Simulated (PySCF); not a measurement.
Isomers of C7H15B.

All values: PBE0/pcSseg-1 (PySCF) at PBE0-D3(BJ)/def2-SVP geometries, gas phase, one conformer each.

**Question.** Rank by the highest Hirshfeld charge on any atom, highest value first.
A. `[CH3:1][B:2]1[CH2:3][CH2:4][CH2:5][CH2:6][C@H:7]1[CH3:8]` with C1–B2–C3–C4 -155°, B2–C3–C4–C5 -42°, C3–C4–C5–C6 58°, C4–C5–C6–C7 -60°
B. `[CH3:1][C:2]([CH3:3])([CH3:4])[BH:5][CH:6]1[CH2:7][CH2:8]1` with C2–B5–C6–C7 141°
C. `[CH3:1][CH2:2][C@H:3]1[BH:4][CH2:5][CH2:6][CH2:7][CH2:8]1` with C1–C2–C3–B4 165°, C2–C3–B4–C5 156°, C3–B4–C5–C6 -21°, B4–C5–C6–C7 39°, C5–C6–C7–C8 -60°

**Answer.** A (+0.199 e), C (+0.170 e), B (+0.158 e).

**Question.** Rank by dipole moment, lowest first.
A. `[CH3:1][C:2]([CH3:3])([CH3:4])[BH:5][CH:6]1[CH2:7][CH2:8]1` with C2–B5–C6–C7 141°
B. `[CH3:1][CH2:2][C@H:3]1[BH:4][CH2:5][CH2:6][CH2:7][CH2:8]1` with C1–C2–C3–B4 165°, C2–C3–B4–C5 156°, C3–B4–C5–C6 -21°, B4–C5–C6–C7 39°, C5–C6–C7–C8 -60°
C. `[CH3:1][B:2]1[CH2:3][CH2:4][CH2:5][CH2:6][C@H:7]1[CH3:8]` with C1–B2–C3–C4 -155°, B2–C3–C4–C5 -42°, C3–C4–C5–C6 58°, C4–C5–C6–C7 -60°

**Answer.** C (0.11 D), B (0.46 D), A (0.76 D).

All values together:

```csv
SMILES,μ (D),HOMO (eV),LUMO (eV),lowest IAO charge (e),highest IAO charge (e),lowest Hirshfeld charge (e),highest Hirshfeld charge (e)
CB1CCCC[C@H]1C,0.11,-7.48,-0.25,-0.561 (C),+0.331 (B),-0.192 (C),+0.199 (B)
CC[C@H]1BCCCC1,0.46,-7.70,-0.69,-0.407 (C),+0.184 (B),-0.140 (C),+0.170 (B)
CCC[C@@H]1BCCC1,0.38,-7.89,-0.65,-0.407 (C),+0.183 (B),-0.142 (C),+0.166 (B)
CC(C)(C)BC1CC1,0.76,-7.69,-0.64,-0.399 (C),+0.163 (B),-0.117 (C),+0.158 (B)
```

Conformers: `[CH3:1][B:2]1[CH2:3][CH2:4][CH2:5][CH2:6][C@H:7]1[CH3:8]` with C1–B2–C3–C4 -155°, B2–C3–C4–C5 -42°, C3–C4–C5–C6 58°, C4–C5–C6–C7 -60°; `[CH3:1][CH2:2][C@H:3]1[BH:4][CH2:5][CH2:6][CH2:7][CH2:8]1` with C1–C2–C3–B4 165°, C2–C3–B4–C5 156°, C3–B4–C5–C6 -21°, B4–C5–C6–C7 39°, C5–C6–C7–C8 -60°; `[CH3:1][CH2:2][CH2:3][C@@H:4]1[BH:5][CH2:6][CH2:7][CH2:8]1` with C1–C2–C3–C4 179°, C2–C3–C4–B5 -171°, C3–C4–B5–C6 -146°, C4–B5–C6–C7 -11°, B5–C6–C7–C8 30°, C6–C7–C8–C4 -38°; `[CH3:1][C:2]([CH3:3])([CH3:4])[BH:5][CH:6]1[CH2:7][CH2:8]1` with C2–B5–C6–C7 141°.
